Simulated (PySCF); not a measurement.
# MSI₂ across the 5d metals

Level: PBE0, basis family def2-SVP, scalar-relativistic core potentials from Rb on and no relativity for lighter atoms.

Each entry is the lowest minimum that a search over a few typed start shapes (and spin states, where more than one is plausible) found, or that minimum re-optimised at the stated level; isomers with ligand–ligand bonds, or fragments after loss of a ligand pair, can lie lower. Open shells are unrestricted; no spin–orbit coupling; PySCF with density fitting.

```json
{"molecule": "WSI₂", "2S+1": "?", "point group": "?", "mean bond to the central atom (Å)": "?", "distinct angles (°)": "?", "atomisation (kJ/mol)": "?", "polar-tensor charge of the central atom": "?"}
{"molecule": "ReSI₂", "2S+1": "4", "point group": "C2v", "mean bond to the central atom (Å)": "2.425", "distinct angles (°)": "132/114", "atomisation (kJ/mol)": "931", "polar-tensor charge of the central atom": "1.03"}
{"molecule": "IrSI₂", "2S+1": "2", "point group": "C2v", "mean bond to the central atom (Å)": "2.358", "distinct angles (°)": "126/117", "atomisation (kJ/mol)": "884", "polar-tensor charge of the central atom": "0.67"}
{"molecule": "PtSI₂", "2S+1": "3", "point group": "C2v", "mean bond to the central atom (Å)": "2.408", "distinct angles (°)": "148/106", "atomisation (kJ/mol)": "756", "polar-tensor charge of the central atom": "0.55"}
```

(1) Fill in the row of WSI₂.

Results:

(1) 2S+1: 3; point group: C2v; mean bond to the central atom (Å): 2.445; distinct angles (°): 125/118; atomisation (kJ/mol): 1151; polar-tensor charge of the central atom: 1.26.

Spin–orbit coupling can matter for WSI₂, ReSI₂, IrSI₂, PtSI₂.

Left out of the table are members whose search was unfinished or whose lowest solution was spin-contaminated, unstable, very soft or bonded differently.

Open d and f shells are single-determinant solutions and may miss the true ground state.
